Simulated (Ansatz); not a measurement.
This geometry of AlH4NS2 (8 atoms, charge 0, multiplicity 1) is a first-order saddle point.

Theory: RKS B3LYP-D4/def2-SVP (Ansatz).

```xyz
8
Properties=species:S:1:pos:R:3
N -0.647 0.902 0.805
Al 0.275 -0.348 -0.038
S 2.480 -0.395 0.090
S -0.745 -1.890 -1.214
H -0.221 1.611 1.396
H -1.656 1.016 0.795
H 2.599 0.477 -0.942
H -1.992 -1.431 -0.948
```

(1) Which two structures does it join? (They come from a converged band through this point; their orientation in space is the band's.)

(2) How far does it lie above each of them?

## Answers

(1) No bond is made or broken. The dihedral S4–Al2–S3–H7 goes from 165 to -14°.

Initial state:

```xyz
8
Properties=species:S:1:pos:R:3
N -0.552 1.126 0.135
Al 0.231 -0.449 -0.062
S 2.414 -0.667 -0.035
S -0.927 -2.291 -0.347
H -0.078 1.986 0.394
H -1.543 1.307 0.005
H 2.641 0.658 -0.195
H -2.094 -1.728 0.049
```

Final state:

```xyz
8
Properties=species:S:1:pos:R:3
N -0.725 1.330 0.157
Al 0.265 -0.110 -0.115
S 2.445 0.110 -0.210
S -0.634 -2.098 -0.360
H -0.354 2.240 0.413
H -1.734 1.386 0.060
H 2.676 -1.219 -0.088
H -1.848 -1.696 0.088
```

(2) 1.6 kcal/mol above the first and 2.2 kcal/mol above the second. This is the barrier of this one path; another mechanism may lie lower.

Run time: 5.3 min on 1 thread of Intel(R) Xeon(R) Processor @ 2.70GHz, on a shared host, peak memory 0.19 GiB.
